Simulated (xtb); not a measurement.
Sn(F)(Cl)(OH)2 (ClFH2O2Sn), SMILES [OH][Sn]([OH])([Cl])[F]. All values are semi-empirical tight-binding results from xtb (GFN2-xTB unless named), good for trends rather than for accurate numbers. Geometry: GFN2-xTB. The structure was generated by enumeration; whether it is a known compound was not checked. One conformer was computed; it need not be the lowest.

Optimised geometry:

```xyz
7

O      0.3567     1.9236     0.3818
Sn    -0.1210     0.1042     0.0868
O     -1.9183    -0.0265    -0.5669
F     -0.2713    -0.7304     1.8363
Cl     1.3932    -0.9108    -1.1835
H     -0.2711     2.4134     0.9205
H     -2.4313    -0.7441    -0.1880
```

For metal compounds this method's bond lengths and energies can be far off.

Computed properties:
```yaml
orbital_gap: 4.12 eV
zero_point_energy: 16.5 kcal/mol
G − E(el) at 298.15 K (modified RRHO): -5.5 kcal/mol
```

Computed atomic charges and the Wiberg bond orders between heavy atoms:
charges (e) O1 -0.44, Sn2 0.56, O3 -0.46, F4 -0.30, Cl5 -0.03, H6 0.34, H7 0.33. Bond orders O1–Sn2 0.85, Sn2–O3 0.81, Sn2–F4 0.76, Sn2–Cl5 0.91.
